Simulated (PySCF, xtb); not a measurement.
C6H12O2, SMILES CC(C)(C(OC)=O)C.

xtb with GFN2-xTB at its own geometry gives an orbital gap of 4.86 eV and a dipole moment of 2.20 D.

Geometry: r2SCAN-D4/def2-SVP.

Problem. What does M06-2X/def2-SVP in PySCF give? (The exact figures need the calculation; the answer reports its results.)

Solution. gap 10.87 eV (levels -9.28 and 1.59 eV), dipole 1.71 D.
